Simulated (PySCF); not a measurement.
H₄NSi, multiplicity 2. Atoms are numbered in the order given.

```xyz
6

N      0.1338    -1.2291     0.0000
Si    -0.0116     0.5205     0.0000
H     -0.7504    -1.7406     0.0000
H      0.6908     1.0081     1.2120
H      0.6908     1.0081    -1.2120
H     -1.4046     1.0417     0.0000
```
Charge 0, spin multiplicity 2.

Geometry: ωB97X-D3(BJ)/def2-TZVP. The geometry has at least one imaginary mode, so it is a saddle point at that level. The isomer is the one that the SMILES or the coordinates give; other isomers of the formula were not compared.

Computed with PBE/def2-TZVPD (PySCF).

Problem. Estimate the frontier levels, dipole moment and polarisability. (The exact figures need the calculation; the answer reports its results.)

Solution. 
```
Quantity                                                                                                         Value
---------------------------------------------------------------------------------------------  -----------------------
α spin, highest occupied and lowest empty level                                                     -7.00 and -0.83 eV
β spin, highest occupied and lowest empty level                                                     -6.58 and -4.95 eV
dipole moment                                                                                                   1.25 D
quadrupole, principal values (traceless, Buckingham form, about the centre of nuclear charge)    -4.86, 0.44, 4.42 D·Å
mean static polarisability                                                                        40.6 bohr³ (6.02 Å³)
polarisability, principal values                                                                36.4, 38.2, 47.2 bohr³
⟨S²⟩                                                                                           0.753 (pure state 0.75)
```
